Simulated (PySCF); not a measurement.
**Bonding in hexafluoroethane**

Compound: hexafluoroethane, C2F6.
SMILES with atom numbers: `[F:1][C:2]([F:3])([F:4])[C:5]([F:6])([F:7])[F:8]`

Structure used (PBE0-D3(BJ)/def2-TZVP), in Å, numbered top down from 1:
```
atom  x, y, z in Å
F1    -0.1664    0.5131   -1.6671
C2     0.4940    0.0776   -0.6044
F3     1.4441    0.9488   -0.2960
F4     1.0518   -1.0906   -0.8876
C5    -0.4793   -0.0818    0.5902
F6    -1.0555    1.0810    0.8581
F7    -1.4150   -0.9718    0.2928
F8     0.1868   -0.4930    1.6597
```

Bond orders from the PBE0/pcSseg-2 density (PySCF). Geometry: PBE0-D3(BJ)/def2-TZVP; no solvent, vibrations or thermal averaging.

Where do the orders between heavy atoms depart from those drawn in the SMILES?

The largest departure is 0.067, at C2–C5 (drawn single, 0.933).

Set the Mayer orders of the bonds beside their lengths.

```json
{"bond": "F1–C2", "drawn as": "single", "length (Å)": "1.325", "Mayer order": "1.059"}
{"bond": "C2–F3", "drawn as": "single", "length (Å)": "1.325", "Mayer order": "1.059"}
{"bond": "C2–F4", "drawn as": "single", "length (Å)": "1.325", "Mayer order": "1.059"}
{"bond": "C2–C5", "drawn as": "single", "length (Å)": "1.549", "Mayer order": "0.933"}
{"bond": "C5–F6", "drawn as": "single", "length (Å)": "1.325", "Mayer order": "1.059"}
{"bond": "C5–F7", "drawn as": "single", "length (Å)": "1.325", "Mayer order": "1.059"}
{"bond": "C5–F8", "drawn as": "single", "length (Å)": "1.325", "Mayer order": "1.059"}
```

Sum the orders of all bonds at each heavy atom with more than one neighbour and set the sums beside the valence in the SMILES.

C2 4.110 (drawn 4), C5 4.110 (drawn 4). Orders between atoms that aren't bonded are not in these sums.

For a closed shell the Mayer order of atoms A and B is Σ (PS)μν (PS)νμ over the basis functions μ on A and ν on B, with P the density and S the overlap matrix.

The run behind these numbers computed NMR shieldings as well. Time: 43 s wall; peak memory 1.2 GiB. Hardware: an Arm Neoverse V1 with one thread, shared host with 64 logical CPUs at a one-minute load of 84.
